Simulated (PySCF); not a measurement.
CH6ClFSi2, SMILES Cl[Si@](C)(F)[SiH3]. Atoms are numbered in the order given.

```xyz
11

C     -1.7265    -0.9981     0.7632
Si    -0.2444     0.0374     0.3146
F     -0.0129     1.1385     1.4973
Si     1.7628    -1.1200    -0.0286
Cl    -0.6614     1.0969    -1.4290
H     -2.6147    -0.3580     0.8862
H     -1.5491    -1.5379     1.7073
H     -1.9364    -1.7344    -0.0285
H      2.8431    -0.1577    -0.3847
H      2.1496    -1.8735     1.2007
H      1.5692    -2.0874    -1.1482
```

The structure is a stationary point at B3LYP-D3(BJ)/def2-SVP. The structure was generated by enumeration; whether it is a known compound was not checked.

Two levels are set side by side: PBE/pcSseg-1 (PySCF) and B3LYP/pcSseg-1 (PySCF). GIAO shifts against CFCl3 (¹⁹F), HCl (³⁵Cl), TMS (²⁹Si), TMS (¹H), TMS (¹³C) at the same level; non-relativistic, no solvent, atoms listed together averaged. Without spin–orbit terms, shifts of atoms bonded to Cl or Br come out too high at both levels. Differences are taken from unrounded values.

```
quantity               B3LYP
--------------------  ------
δ(¹³C) of C1 (ppm)       9.6
δ(²⁹Si) of Si2 (ppm)    51.1
δ(¹⁹F) of F3 (ppm)    -154.7
δ(²⁹Si) of Si4 (ppm)  -106.3
δ(³⁵Cl) of Cl5 (ppm)    93.3
```

Task: What does PBE give, and how far is it from B3LYP? (An estimate is asked for; the answer gives what the named calculation found.)

Result: 
```csv
quantity,PBE,PBE minus B3LYP
δ(¹³C) of C1 (ppm),10.4,0.9
δ(²⁹Si) of Si2 (ppm),55.1,3.9
δ(¹⁹F) of F3 (ppm),-165.0,-10.3
δ(²⁹Si) of Si4 (ppm),-112.3,-6.1
δ(³⁵Cl) of Cl5 (ppm),122.0,28.7
```

Rough cost on one machine, each run with all the roots and properties that it gave: B3LYP against PBE within a factor of 2.
